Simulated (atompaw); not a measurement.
## Reading a pseudo-wave (Sb (Z = 51))

Columns: radius, all-electron u(r) and pseudo u(r) of the 5p shell (level -5.12 eV) of antimony in the configuration [Kr] 4d10 5s1.5 5p3.5; PBE, scalar-relativistic, PAW (atompaw) scheme, atompaw 4.2.0.5.

```
r (bohr)  all-electron  pseudo
   0.094       -0.0821  0.0037
   0.188        0.1459  0.0146
   0.283        0.1586  0.0328
   0.377        0.0107  0.0572
   0.471       -0.1512  0.0873
   0.565       -0.2561  0.1223
   0.660       -0.2898  0.1617
   0.754       -0.2631  0.2036
   0.848       -0.1957  0.2474
   0.942       -0.1051  0.2920
   1.037       -0.0037  0.3369
   1.131        0.0972  0.3801
   1.225        0.1929  0.4215
   1.319        0.2802  0.4603
   1.413        0.3575  0.4959
   1.508        0.4251  0.5284
   1.602        0.4817  0.5567
   1.696        0.5285  0.5812
   1.790        0.5664  0.6018
   1.885        0.5964  0.6187
   1.979        0.6188  0.6318
   2.073        0.6346  0.6414
   2.167        0.6448  0.6477
   2.262        0.6500  0.6509
   2.356        0.6507  0.6509
   2.450        0.6477  0.6477
```

Question: How many radial nodes do the two functions have?

Answer: The all-electron 5p function has n − l − 1 = 3; the pseudo-wave has 0, since the states of the same l below it are removed with the core.

Question: Is the pseudo-wave norm-conserving?

Answer: No, it belongs to a PAW set: the norm inside the radius is not constrained, and the difference is carried by the augmentation charge.
